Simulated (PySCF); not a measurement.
Species: AsBH6.
Structure used (PBE0-D3(BJ)/def2-SVP), in Å, numbered top down from 1:
```
atom  x, y, z in Å
B1    -1.316   -0.125    0.067
As2    0.727   -0.012    0.001
H3    -1.636    0.134   -1.081
H4    -1.605    0.724    0.893
H5    -1.510   -1.278    0.414
H6     1.509   -0.277    1.265
H7     1.476   -0.933   -0.932
H8     1.369    1.294   -0.399
```

Computed, not measured: EOM-EE-CCSD/aug-cc-pVDZ in PySCF, restricted Hartree–Fock reference, 10 core orbitals frozen, non-relativistic, gas phase, PBE0-D3(BJ)/def2-SVP geometry.

Problem. What does EOM-EE-CCSD give for the lowest vertical excitations?

Solution. 
| state | E (eV) | Eh | main singles (HF orbitals, share of the singles part) |
| --- | --- | --- | --- |
| singlet 1 | 7.54 | 0.2772 | HOMO→LUMO 77 %, HOMO→LUMO+12 17 % |
| singlet 2 (×2) | 7.82 | 0.2874 | HOMO-1→LUMO 73 %, HOMO-1→LUMO+12 14 % |
| triplet 1 | 7.13 | 0.2619 | HOMO→LUMO 62 %, HOMO→LUMO+12 23 % |

×n marks degenerate levels (orbitals of the first member shown); a last level whose partners the search may have cut is left out.

Problem. What is the vertical gap between the lowest excited singlet and the lowest triplet?

Solution. 7.54 − 7.13 = 0.41 eV (40 kJ/mol). Both are led by HOMO→LUMO.

The first EOM-IP-CCSD ionisation energy is 11.06 eV, 3.24 eV above the highest singlet listed and 3.52 eV above the lowest.

T1 diagnostic 0.009. EOM-CCSD puts states of mainly double-excitation character too high. An iterative search for so few roots can pass over a low state.

Time: 8.0 min. Hardware: one thread, Arm Neoverse V1, shared host.
